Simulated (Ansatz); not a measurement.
Computed with Ansatz on PBE0-D4/def2-TZVP structures; ΔE is electronic, products minus reactants. CCSD(T)/CBS adds triple-zeta CCSD(T) − MP2 to the extrapolated MP2 energy (def2 sets, frozen cores). Functionals use def2-TZVPP. B3LYP here is the variant with VWN-RPA as its local correlation; programs differ in this. For Ge outer-core shells are correlated without core-valence functions, which leaves a few kJ/mol of doubt a bond. Scalar relativity is left out up to krypton.

`F[Si]1([GeH3])CO1` + `[OH][GeH3]` → `[GeH3][O][GeH3]` + `F[SiH]1CO1`  (cleavage of the Ge–Si bond)

(1) Is it downhill or uphill in electronic energy at CCSD(T)/CBS, and by how much? (Best estimate.)

(2) What do these levels give: PBE0-D4, ωB97X-V, PBE, B3LYP, HF/CBS(def2), MP2/CBS(def2)? (Estimate.)

Largest T1 diagnostic among the species: 0.013.

Results:

(1) Computed: Downhill: ΔE = -3.2 kcal/mol.

(2) Computed: PBE0-D4 0.2, ωB97X-V -3.6, PBE 1.4, B3LYP -2.9, HF/CBS(def2) -9.8, MP2/CBS(def2) -4.2 kcal/mol.

In def2-TZVPP, CCSD(T) changes the Hartree–Fock value by +5.1 kcal/mol (the triples alone add +0.5 kcal/mol) and MP2 by +4.1 kcal/mol. From PBE to PBE0 (25 % exact exchange), in def2-TZVPP and without D4, ΔE moves by −1.4 kcal/mol.
